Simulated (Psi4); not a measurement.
Cl₂Fe (SMILES [Cl][Fe][Cl]), quintet (typed; the unrestricted solution is spin-contaminated), at a GFN2-xTB geometry (such geometries of metal compounds can be far from the true shape), atoms displaced at random by about 0.08 Å a coordinate; PBE/STO-3G, gradient (Psi4).

Psi4 was given this input:
```
memory 2 GB

molecule {
0 5
Fe    0.40945032   -0.18475081    0.17226212
Cl    1.00564799    0.40153371   -1.56448012
Cl   -1.59060999   -0.10616894    0.95637147
symmetry c1
no_reorient
no_com
}

set {
  basis sto-3g
  reference uks
}

gradient('pbe')
print_variables()
```

**Question.** Write the output that Psi4 gives for this input, abridged.

**Answer.** 
```
gradient() will perform analytic gradient computation.

   => Loading Basis Set <=

    Name: STO-3G
    Role: ORBITAL
    Keyword: BASIS

         ---------------------------------------------------------
                                   SCF
               by Justin Turney, Rob Parrish, Andy Simmonett
                          and Daniel G. A. Smith
                              UKS Reference
         ---------------------------------------------------------

  ==> Geometry <==

    Molecular point group: c1
    Full point group: C1

    Geometry (in Angstrom), charge = 0, multiplicity = 5:

       Center              X                  Y                   Z               Mass
    ------------   -----------------  -----------------  -----------------  -----------------
         FE           0.409450320000    -0.184750810000     0.172262120000    55.934936330000
         CL           1.005647990000     0.401533710000    -1.564480120000    34.968852682000
         CL          -1.590609990000    -0.106168940000     0.956371470000    34.968852682000

  Running in c1 symmetry.

  Rotational constants: A =      0.65744  B =      0.07178  C =      0.06477 [cm^-1]
  Rotational constants: A =  19709.47663  B =   2151.77973  C =   1941.72535 [MHz]
  Nuclear repulsion =  271.998865331103332

  Charge       = 0
  Multiplicity = 5
  Electrons    = 60
  Nalpha       = 32
  Nbeta        = 28

  ==> Algorithm <==

  SCF Algorithm Type is DF.
  DIIS enabled.
  MOM disabled.
  Fractional occupation disabled.
  Guess Type is SAD.
  Energy threshold   = 1.00e-08
  Density threshold  = 1.00e-08
  Integral threshold = 1.00e-12

  ==> Primary Basis <==

  Basis Set: STO-3G
    Blend: STO-3G
    Number of shells: 18
    Number of basis functions: 36
    Number of Cartesian functions: 37
    Spherical Harmonics?: true
    Max angular momentum: 2

  ==> DFT Potential <==

   => LibXC <=

    Version 7.1.2
    S. Lehtola, C. Steigemann, M. J. T. Oliveira, and M. A. L. Marques,  SoftwareX 7, 1–5 (2018) (10.1016/j.softx.2017.11.002)

   => Composite Functional: PBE <=

    PBE GGA Exchange-Correlation Functional

    J.P. Perdew et. al., Phys. Rev. Lett., 77(18), 3865-3868, 1996

    Deriv               =              1
    GGA                 =           TRUE
    Meta                =          FALSE

    Exchange Hybrid     =          FALSE
    MP2 Hybrid          =          FALSE

   => Exchange Functionals <=

    1.0000     XC_GGA_X_PBE

   => Correlation Functionals <=

    1.0000     XC_GGA_C_PBE

   => LibXC Density Thresholds  <==

    XC_GGA_C_PBE:  1.00E-12
    XC_GGA_X_PBE:  1.00E-15

   => Molecular Quadrature <=

    Radial Scheme          =       TREUTLER
    Pruning Scheme         =           NONE
    Nuclear Scheme         =       TREUTLER

    Blocking Scheme        =         OCTREE
    BS radius alpha        =              1
    Pruning alpha          =              1
    Radial Points          =             75
    Spherical Points       =            302
    Total Points           =          61262
    Total Blocks           =            535
    Max Points             =            255
    Max Functions          =             33
    Weights Tolerance      =       1.00E-15

   => Loading Basis Set <=

    Name: (STO-3G AUX)
    Role: JKFIT
    Keyword: DF_BASIS_SCF

  ==> Integral Setup <==

  SCF_SUBTYPE=INCORE selected. In-core MEM_DF algorithm will be used.
  Using in-core AOs.

  ==> MemDFJK: Density-Fitted J/K Matrices <==

    J tasked:                   Yes
    K tasked:                    No
    wK tasked:                   No
    Algorithm:                 Core
    Schwarz Cutoff:           1E-12
    Mask sparsity (%):       9.8765
    Fitting Condition:        1E-10

   => Auxiliary Basis Set <=

  Basis Set: (STO-3G AUX)
    Blend: DEF2-UNIVERSAL-JKFIT
    Number of shells: 134
    Number of basis functions: 520
    Number of Cartesian functions: 687
    Spherical Harmonics?: true
    Max angular momentum: 6

[...]
  @DF-UKS Final Energy: -2159.84854448467013
    Total Energy =                      -2159.8485444846701284
[...]
 Dipole Y            :         -0.5245182            0.4113556           -0.1131626
 Dipole Z            :         11.1986007          -11.0719657            0.1266350
 Magnitude           :                                                    0.3548477

 ------------------------------------------------------------------------------------

         ------------------------------------------------------------
                                   SCF GRAD
                          Rob Parrish, Justin Turney,
                       Andy Simmonett, and Alex Sokolov
         ------------------------------------------------------------

  ==> Geometry <==

    Molecular point group: c1
    Full point group: C1

    Geometry (in Angstrom), charge = 0, multiplicity = 5:

       Center              X                  Y                   Z               Mass
    ------------   -----------------  -----------------  -----------------  -----------------
         FE           0.409450320000    -0.184750810000     0.172262120000    55.934936330000
         CL           1.005647990000     0.401533710000    -1.564480120000    34.968852682000
         CL          -1.590609990000    -0.106168940000     0.956371470000    34.968852682000

  Nuclear repulsion =  271.998865331103332

  ==> Basis Set <==

  Basis Set: STO-3G
    Blend: STO-3G
    Number of shells: 18
    Number of basis functions: 36
    Number of Cartesian functions: 37
    Spherical Harmonics?: true
    Max angular momentum: 2

  ==> DFJKGrad: Density-Fitted SCF Gradients <==

    Gradient:                    1
    J tasked:                  Yes
    K tasked:                   No
    wK tasked:                  No
    Integrals threads:           1
    Schwarz Cutoff:          1E-12
    Fitting Condition:       1E-10

   => Auxiliary Basis Set <=

  Basis Set: (STO-3G AUX)
    Blend: DEF2-UNIVERSAL-JKFIT
    Number of shells: 134
    Number of basis functions: 520
    Number of Cartesian functions: 687
    Spherical Harmonics?: true
    Max angular momentum: 6

  ==> DFT Potential <==

   => LibXC <=

    Version 7.1.2
    S. Lehtola, C. Steigemann, M. J. T. Oliveira, and M. A. L. Marques,  SoftwareX 7, 1–5 (2018) (10.1016/j.softx.2017.11.002)

   => Composite Functional: PBE <=

    PBE GGA Exchange-Correlation Functional

    J.P. Perdew et. al., Phys. Rev. Lett., 77(18), 3865-3868, 1996

    Deriv               =              1
    GGA                 =           TRUE
    Meta                =          FALSE

    Exchange Hybrid     =          FALSE
    MP2 Hybrid          =          FALSE

   => Exchange Functionals <=

    1.0000     XC_GGA_X_PBE

   => Correlation Functionals <=

    1.0000     XC_GGA_C_PBE

   => LibXC Density Thresholds  <==

    XC_GGA_C_PBE:  1.00E-12
    XC_GGA_X_PBE:  1.00E-15

   => Molecular Quadrature <=

    Radial Scheme          =       TREUTLER
    Pruning Scheme         =           NONE
    Nuclear Scheme         =       TREUTLER

    Blocking Scheme        =         OCTREE
    BS radius alpha        =              1
    Pruning alpha          =              1
    Radial Points          =             75
    Spherical Points       =            302
    Total Points           =          61262
    Total Blocks           =            535
    Max Points             =            255
    Max Functions          =             33
    Weights Tolerance      =       1.00E-15

  -Total Gradient:
     Atom            X                  Y                   Z
    ------   -----------------  -----------------  -----------------
       1        0.054633455780     0.004837635993    -0.038635491285
       2       -0.029180919814    -0.011274004409     0.042058260895
       3       -0.024982740798     0.006322638318    -0.003372092387

  Variable Map:
  ----------------------------------------------------------------------------
[...]
  Array Variable Map:
  ----------------------------------------------------------------------------
[...]
[...]
```
